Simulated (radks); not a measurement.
Q: The mean radii <r> (bohr) of the occupied orbitals of an atom or ion are listed with their occupations. Method: scalar-relativistic Kohn-Sham, PBE, spin-polarised, spherical densities, finite nucleus; Fermi nuclear charge, rms radius of each element as measured or else 0.836 A^(1/3) + 0.57 fm; computed with a radial shooting solver on a logarithmic mesh with Libxc functionals.

| orbital | occ. | <r> |
|---|---|---|
| 1s up | 1 | 0.04550 |
| 1s down | 1 | 0.04550 |
| 2s up | 1 | 0.2028 |
| 2s down | 1 | 0.2027 |
| 2p up | 3 | 0.1772 |
| 2p down | 3 | 0.1772 |
| 3s up | 1 | 0.5982 |
| 3s down | 1 | 0.5981 |
| 3p up | 3 | 0.6171 |
| 3p down | 3 | 0.6168 |
| 3d up | 5 | 0.6764 |
| 3d down | 5 | 0.6740 |
| 4s up | 1 | 1.809 |
| 4s down | 1 | 1.805 |
| 4p up | 1 | 2.139 |

Name the element and its charge. Open shells, if any, are filled with parallel spins first.

A: Z = 33, arsenic, charge +2: As2+ in [Ar] 3d10 4s2 4p1. The 1s radius gives Z: for a bare nucleus <r> = (2 gamma + 1)/(2Z) with gamma = sqrt(1 - (Z/c)^2), 0.04456 bohr for Z = 33, and screening makes it slightly larger (0.04550 here). The occupations add up to 31, and the charge is Z minus that.
